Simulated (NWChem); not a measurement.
System meant: CAuClO; SMILES [O+]#[C-]->[Au][Cl]

Input file for NWChem:

```
start job
memory heap 200 mb stack 900 mb global 1100 mb
geometry units angstroms noautoz
  Au    -0.000574     0.007912     0.000000
  Cl     0.005383    -2.244721     0.000000
  O      0.008928     3.039826     0.000000
  C      0.001983     1.908179     0.000000
end
basis spherical
  * library def2-svp
end
dft
  xc b3lyp
  iterations 150
  mulliken
end
task dft energy
```

End of the output:

```
          Convergence Information
          -----------------------
          Convergence aids based upon iterative change in
          total energy or number of iterations.
          Levelshifting, if invoked, occurs when the
          HOMO/LUMO gap drops below (HL_TOL):  1.00D-02
          DIIS, if invoked, will attempt to extrapolate
          using up to (NFOCK): 10 stored Fock matrices.

                    Damping( 0%)  Levelshifting(0.5)       DIIS
                  --------------- ------------------- ---------------
          dE  on:    start            ASAP                start
          dE off:    2 iters        150 iters           150 iters

      Screening Tolerance Information
      -------------------------------
          Density screening/tol_rho:  1.00D-10
          AO Gaussian exp screening on grid/accAOfunc:  14
          CD Gaussian exp screening on grid/accCDfunc:  20
          XC Gaussian exp screening on grid/accXCfunc:  20
          Schwarz screening/accCoul:  1.00D-08

      Superposition of Atomic Density Guess
      -------------------------------------

      charge =      79.0 Au (Gold)

      symmetry species            s     p     d     f
      number of basis functions = 7     6     5     1
      number of cont. functions = 6     3     2     1
      number of closed shells   = 6     4     2     1
      number of open shells     = 0     0     1     0
      open shell occupation     = 0     0     9     0
 ------------------------------------------------------------------------
 atomscf:atomd: error in atom scf                   0
 ------------------------------------------------------------------------
 ------------------------------------------------------------------------
  current input line :
    17: task dft energy
 ------------------------------------------------------------------------
 ------------------------------------------------------------------------
 This error has not yet been assigned to a category
 ------------------------------------------------------------------------
 For more information see the NWChem manual at https://nwchemgit.github.io

0:atomscf:atomd: error in atom scf:Received an Error in Communication
```

Task: Can this run be used? If not, why, and what is the fix?

Result: The run crashed. Cause: the def2 basis of a heavy element holds valence functions alone and wants its effective core potential (without it all electrons must fit into that basis). This input runs:
```
start job
memory heap 200 mb stack 900 mb global 1100 mb
geometry units angstroms noautoz
  Au    -0.000574     0.007912     0.000000
  Cl     0.005383    -2.244721     0.000000
  O      0.008928     3.039826     0.000000
  C      0.001983     1.908179     0.000000
end
basis spherical
  * library def2-svp
end
ecp
  Au library def2-ecp
end
dft
  xc b3lyp
  iterations 150
  mulliken
end
task dft energy
```
It converges to -709.15475 Ha (B3LYP/def2-SVP with def2 effective core potentials on Au).
